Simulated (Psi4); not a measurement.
Level of theory: SAPT0/jun-cc-pVDZ, frozen core run with Psi4 1.11.

Psi4 input:

```
molecule {
0 1
C -0.15381815 -0.00043166 0.00112670
Cl 1.64052851 0.00460819 -0.01201519
H -0.48753784 -0.47694744 0.91787040
H -0.50037795 -0.55539644 -0.86534041
H -0.49879456 1.02816736 -0.04164150
--
0 1
Si -2.17505137 -2.45136275 2.51930875
H -3.03380423 -1.78291766 1.51573603
H -1.57110255 -1.43342666 3.40840005
H -1.10234505 -3.20246904 1.82896807
H -2.99294591 -3.38665559 3.32411059
units angstrom
symmetry c1
no_reorient
no_com
}
set basis jun-cc-pvdz
set scf_type df
set freeze_core true
energy('sapt0')
```

Part of the output:

```
    SAPT Results
  --------------------------------------------------------------------------------------------------------
    Electrostatics                  0.25554339 [mEh]       0.16035590 [kcal/mol]       0.67092908 [kJ/mol]
      Elst10,r                      0.25554339 [mEh]       0.16035590 [kcal/mol]       0.67092908 [kJ/mol]

    Exchange                        1.48727889 [mEh]       0.93328159 [kcal/mol]       3.90485018 [kJ/mol]
      Exch10                        1.48727889 [mEh]       0.93328159 [kcal/mol]       3.90485018 [kJ/mol]
      Exch10(S^2)                   1.48483416 [mEh]       0.93174750 [kcal/mol]       3.89843154 [kJ/mol]

    Induction                      -0.27446979 [mEh]      -0.17223239 [kcal/mol]      -0.72062033 [kJ/mol]
      Ind20,r                      -0.45421342 [mEh]      -0.28502323 [kcal/mol]      -1.19253718 [kJ/mol]
      Exch-Ind20,r                  0.29548769 [mEh]       0.18542132 [kcal/mol]       0.77580282 [kJ/mol]
      delta HF,r (2)               -0.11574405 [mEh]      -0.07263049 [kcal/mol]      -0.30388597 [kJ/mol]

    Dispersion                     -1.26767171 [mEh]      -0.79547601 [kcal/mol]      -3.32827162 [kJ/mol]
      Disp20                       -1.35236853 [mEh]      -0.84862407 [kcal/mol]      -3.55064310 [kJ/mol]
      Exch-Disp20                   0.08469682 [mEh]       0.05314806 [kcal/mol]       0.22237147 [kJ/mol]
      Disp20 (SS)                  -0.67618427 [mEh]      -0.42431203 [kcal/mol]      -1.77532155 [kJ/mol]
      Disp20 (OS)                  -0.67618427 [mEh]      -0.42431203 [kcal/mol]      -1.77532155 [kJ/mol]
      Exch-Disp20 (SS)              0.04576071 [mEh]       0.02871528 [kcal/mol]       0.12014474 [kJ/mol]
      Exch-Disp20 (OS)              0.03893611 [mEh]       0.02443278 [kcal/mol]       0.10222673 [kJ/mol]

  Total HF                          1.46835249 [mEh]       0.92140510 [kcal/mol]       3.85515893 [kJ/mol]
  Total SAPT0                       0.20068078 [mEh]       0.12592909 [kcal/mol]       0.52688730 [kJ/mol]
```
